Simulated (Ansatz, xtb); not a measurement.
## C4H5Br: which of two isomers lies lower

We compare a, `C=C/C=C/Br`, a singlet, with b, `C=C/C=C\Br`, a singlet. Both are isolated molecules in the gas phase, relaxed with r2SCAN-D4/def2-SVP; the shapes shown needn't be the lowest conformers.

a (Å):

```
atom    x (Å)    y (Å)    z (Å)
   C  -0.1058   0.2115   2.4965
   C   0.3353  -0.8054   1.7318
   C  -0.4223  -1.3806   0.6376
   C   0.0434  -2.3977  -0.1111
  Br  -0.9210  -3.1586  -1.5339
   H  -1.0869   0.6667   2.3242
   H   0.4987   0.6155   3.3125
   H   1.3237  -1.2401   1.9302
   H  -1.4118  -0.9587   0.4248
   H   1.0201  -2.8638   0.0473
```

b (Å):

```xyz
10

C     0.2450    0.3463    2.2593
C     0.4180   -0.6513    1.3714
C    -0.6365   -1.5605    0.9760
C    -0.5546   -2.5801    0.0999
Br    1.0113   -3.0619   -0.8371
H    -0.7252    0.5222    2.7367
H     1.0663    1.0134    2.5331
H     1.4001   -0.8046    0.9086
H    -1.6224   -1.4125    1.4366
H    -1.4022   -3.2232   -0.1449
```

Quicker runs give these differences E(b) − E(a): GFN2-xTB +0.45 kcal/mol; HF/STO-3G +0.30 kcal/mol (at GFN2-xTB geometries); r2SCAN-D4/def2-SVP//GFN2-xTB −0.43 kcal/mol.

Question: Estimate which is lower in electronic energy at CCSD(T)/def2-SVP + ΔMP2/def2-TZVPP, and by roughly how much.

Answer: Too close to call at this level: CCSD(T)/def2-SVP + ΔMP2/def2-TZVPP gives E(b) − E(a) = −0.31 kcal/mol.

How the difference moves with the method:

| level | geometry | E(b) − E(a) (kcal/mol) | departure from the last row (kcal/mol) | job, with rough time for the two |
| --- | --- | --- | --- | --- |
| GFN2-xTB | GFN2-xTB | +0.45 | +0.76 | optimisation, 0.21 s |
| HF/STO-3G | GFN2-xTB | +0.30 | +0.60 | single point, 0.78 s |
| r2SCAN-D4/def2-SVP//GFN2-xTB | GFN2-xTB | −0.43 | −0.12 | single point, 5 s |
| r2SCAN-D4/def2-SVP | r2SCAN-D4/def2-SVP | −0.46 | −0.15 | optimisation, 35 s |
| HF/def2-SVP | r2SCAN-D4/def2-SVP | +0.11 | +0.42 | part of the CCSD(T) run |
| MP2/def2-SVP | r2SCAN-D4/def2-SVP | −0.25 | +0.06 | part of the CCSD(T) run |
| CCSD(T)/def2-SVP | r2SCAN-D4/def2-SVP | −0.16 | +0.15 | single point |
| CCSD(T)/def2-SVP + ΔMP2/def2-TZVPP | r2SCAN-D4/def2-SVP | −0.31 |  | single point, 55 s |

As drawn, both hold the same kinds of bond in the same numbers.

The largest departure from CCSD(T)/def2-SVP + ΔMP2/def2-TZVPP is that of GFN2-xTB, 0.76 kcal/mol. The last row adds to CCSD(T) the change of the MP2 difference between the two basis sets, here −0.15 kcal/mol.

With thermal terms from frequencies at re-optimised GFN2-xTB minima (ideal gas, soft modes damped towards free rotors, one conformer each, 298.15 K, 1 atm): the zero-point term adds +0.10 kcal/mol; ΔH is −0.31 and ΔG −0.25 kcal/mol.

The correlated steps freeze 13 core orbitals; the filled d shell of Br is correlated, in a basis made for valence electrons. Run with Ansatz 0.2.0, xtb 6.7.1; the last row on 2 threads of Intel(R) Xeon(R) Processor @ 2.70GHz on a shared host.
